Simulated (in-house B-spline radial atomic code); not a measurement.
Values are calculated unless marked as measured or tabulated.
**I VII (I6+) at several levels of theory**

Ground configuration [Kr] 4d10 5s1. All numbers come from a B-spline radial code for spherical atoms, all electrons, at the radial basis limit. Mean-field, RPA, GW and linear-response runs are scalar-relativistic (one-electron X2C), no spin-orbit coupling, without Breit or QED terms, open shells spin-polarised at highest spin; the many-body runs on Dirac-Hartree-Fock orbitals are four-component, and their energies hold both.

**Ionisation energy.** The reference is 87.61 ± 0.06 eV (NIST, semi-empirical).

| method | value (eV) | minus reference (eV) |
| --- | --- | --- |
| minus the highest LDA VWN5 level | 82.88 | -4.73 |
| LDA VWN5, difference of total energies | 89.01 | +1.40 |
| minus the highest PBE level | 82.33 | -5.28 |
| PBE, difference of total energies | 88.54 | +0.93 |
| G0W0 on PBE | 88.53 | +0.92 |
| exact exchange + RPA on PBE | 88.31 | +0.70 |
| exact exchange + RPA + SOSEX on PBE | 87.54 | -0.07 |
| minus the highest r2SCAN level | 82.35 | -5.26 |
| r2SCAN, difference of total energies | 87.73 | +0.12 |
| minus the highest PBE0 level | 83.47 | -4.14 |
| PBE0, difference of total energies | 88.05 | +0.44 |
| G0W0 on PBE0 | 88.40 | +0.79 |
| minus the highest B3LYP (VWN-RPA) level | 83.58 | -4.03 |
| B3LYP (VWN-RPA), difference of total energies | 88.61 | +1.00 |
| minus the highest CAM-B3LYP level | 85.33 | -2.28 |
| minus the highest LC-wPBE level | 86.58 | -1.03 |
| minus the highest Hartree-Fock level | 86.12 | -1.49 |
| Hartree-Fock, difference of total energies | 85.96 | -1.65 |
| G0W0 on Hartree-Fock | 88.11 | +0.50 |
| MP2, difference of total energies | 87.96 | +0.35 |
| Brueckner orbital with screened correlation (5s1/2) | 87.64 | +0.03 |

(1) Which methods come closest, and which lies farthest off?

Run times on one thread of shared hosts: mean field, RPA, SOSEX and G0W0 on PBE, for the atom and its ion, 12 s (Arm Neoverse N1); Brueckner orbitals with all properties, 120 s (AMD EPYC 9R45 96-Core Processor).

## Answers

(1) Closest: Brueckner orbital with screened correlation (5s1/2) (+0.03 eV) and exact exchange + RPA + SOSEX on PBE (-0.07 eV). Farthest: minus the highest PBE level (-5.28 eV). The PBE level misses by -5.3 eV while the PBE energy difference misses by +0.93 eV: the semilocal potential lacks the −1/r tail and the energy is convex in the electron number, but total energies at whole numbers are far better.
